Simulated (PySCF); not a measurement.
Coordinates in bohr (charge 1 multiplicity 5):
```
Rh    0.0000    0.0000   -1.4016
I     4.2864    0.0000    0.5556
I    -4.2864    0.0000    0.5556
```

Method: PySCF, UPBE0, basis Rh def2-SVP with ECP28, I def2-SVP with ECP28 (scalar-relativistic core potentials, no spin–orbit coupling, density fitting).

This geometry of RhI₂⁺ is a stationary point at this level.

**Question.** What is the point group?

**Answer.** C2v.

**Question.** Is it a minimum?

**Answer.** Yes: all harmonic wavenumbers are real, though the softest, 30 cm⁻¹, leaves little margin.

**Question.** List the harmonic modes with their infrared intensities.

**Answer.** 
```
symmetry  ω (cm⁻¹)  IR (km/mol)
      a1        30          0.3
      a1       201          1.3
      b2       277         11.4
```

**Question.** Give the ideal-gas entropy at 298.15 K and 1 bar by parts.

**Answer.** translation 182.2, rotation 120.8, vibration 39.8, spin 13.4; total 356.1 J/(mol K).

In C2v the vibrations span 2a1 + b2. Here b1 is antisymmetric to the molecular plane and b2 lies in it.

This need not be the most stable arrangement of these atoms. With open d or f shells other occupations or spin states may lie lower. Spin–orbit coupling, left out here, can matter for elements this heavy.
